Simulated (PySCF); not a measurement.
## NMR problem set

Method: shielding tensors at PBE0/pcSseg-1 (GIAO), spin–spin couplings from B3LYP/pcJ-1 (spin–dipole term left out of most H,H and C,H couplings), GFN2-xTB geometry, in PySCF 2.14 (non-relativistic Hamiltonian, fast rotation and ring inversion assumed for equivalent nuclei, a single conformation, gas phase).

References, each an isolated molecule treated in the same way: 1H (31.72 ppm), 13C (186.93 ppm) vs TMS. Multiplet labels drop J under 1 Hz and among equivalent protons, and merge close values. Unscaled 3J(H,H) run several per cent high. Where no couplings were computed, multiplicities follow the n + 1 count of equivalent neighbours, and m marks all less simple cases (inequivalent or close neighbours, rings, F or P nearby). Acid and N–H amide carbonyl carbons lie up to 10 ppm further downfield in solution (hydrogen bonding). Shifts are as computed. Against solution values, carbons near 30 ppm lie about +3 ppm off and those near 130 ppm about +5 ppm. Of 1211 compounds with measured shifts, 218 miss one by over three times the rms of a fit or turn the order of signals round; such compounds aren't used in these exercises. OH and NH positions are gas-phase values without hydrogen bonding to other molecules.

**Question.** C5H3N3O3. 1H NMR (300 MHz, computed): δ 2.51 (s, 3H). 13C{1H} NMR (computed): δ 178.1, 169.1, 153.7, 114.9, 22.6. What is it?

**Answer.** SMILES o1c(OC(C)=O)nc(C#N)n1. Rings plus π bonds: 6 (1 ring in the answer). 5 carbon signals for 5 carbons: no two carbons are equivalent. Carbon types of the structure: 4 × C, 1 × CH3, which accounts for all hydrogens. δC 178.1: aromatic carbon bearing oxygen; σ withdrawal by the attached heteroatom moves it downfield of the ring CH carbons. δC 169.1: ester carbonyl carbon; lone-pair donation from the attached heteroatom keeps it upfield of a ketone carbonyl. δC 153.7: substituted aromatic carbon next to a ring nitrogen. δC 114.9: nitrile carbon; this is the usual window of a C≡N carbon, which has no attached hydrogen.

This is the structure that produced the data.

**Question.** C6H4N2O. 1H NMR (600 MHz, computed): δ 8.21 (d, 1H), 8.18 (s, 1H), 7.43 (d, 1H), 5.68 (br, 1H). 13C{1H} NMR (computed): δ 157.5 (CH), 147.4 (CH), 122.8 (C), 114.3 (C), 102.3 (C), 97.4 (CH). What is it?

**Answer.** `N#CC1=CC/1=C/NC=O`. Rings plus π bonds: 6 (1 ring in the answer). 6 carbon signals for 6 carbons: no two carbons are equivalent. Carbon types of the structure: 3 × C, 3 × CH, leaving 1 H on heteroatoms. δC 157.5: amide carbonyl carbon; it is a carbonyl in resonance with an O or N lone pair, the region of acids, esters and amides. δC 122.8: fully substituted alkene carbon; an sp2 carbon of a C=C bond. δC 114.3: nitrile carbon; C≡N carbons fall here, among the sp2 signals but without a proton. δC 102.3: β carbon of an enol-ether or enamine type C=C; the O or N lone pair pushes π density onto this β carbon and shields it.

The data come from this structure; uniqueness wasn't tested.

**Question.** C6H4N2O. 1H NMR (600 MHz, computed): δ 8.88 (s, 1H), 8.00 (dd, J = 2.4, 1.5 Hz, 1H), 6.90 (dd, J = 4.2, 2.4 Hz, 1H), 6.83 (dd, J = 4.2, 1.5 Hz, 1H). 13C{1H} NMR (computed): δ 161.9 (CH), 131.2 (CH), 124.9 (CH), 124.2 (CH), 119.2 (C), 107.0 (C). What is it?

**Answer.** `N#Cc1ccn(C=O)c1`. The formula gives 6 degrees of unsaturation (1 ring in the answer). 6 carbon signals for 6 carbons: no two carbons are equivalent. Carbon types of the structure: 2 × C, 4 × CH, which accounts for all hydrogens. δC 161.9: amide carbonyl carbon; it is a carbonyl in resonance with an O or N lone pair, the region of acids, esters and amides. δC 124.2: aromatic CH. δC 119.2: nitrile carbon; this is the usual window of a C≡N carbon, which has no attached hydrogen. δH 8.88: hydrogen on an amide carbonyl carbon. The protons at 6.83 and 6.90 share a coupling of 4.2 Hz (vicinal, an ortho-type coupling).

The shifts were computed for this structure.

**Question.** C7H11NSi. 1H NMR (400 MHz, computed): δ 7.50 (d, 1H), 6.84 (d, 1H), 4.60 (m, 2H), 4.39 (t, 1H), 2.71 (m, 2H), 2.60 (m, 1H), 1.85 (m, 2H), 1.82 (m, 1H). 13C{1H} NMR (computed): δ 186.9 (C), 147.6 (CH2), 90.0 (CH), 41.1 (CH), 35.8 (CH2), 16.5 (CH). Identify the compound.

**Answer.** `C=NC1=C[SiH2][C@H]2C[C@@H]1C2`. The formula gives 4 degrees of unsaturation (2 rings in the answer). 6 carbon signals for 7 carbons: some carbons are equivalent by symmetry or fast rotation. Carbon types of the structure: 1 × C, 3 × CH, 3 × CH2, leaving 2 H on heteroatoms. δC 186.9: fully substituted alkene carbon. δC 147.6: C=N carbon. δC 90.0: alkene CH. δH 4.39: hydrogen on an alkene CH; olefinic region.

The data come from this structure; uniqueness wasn't tested.
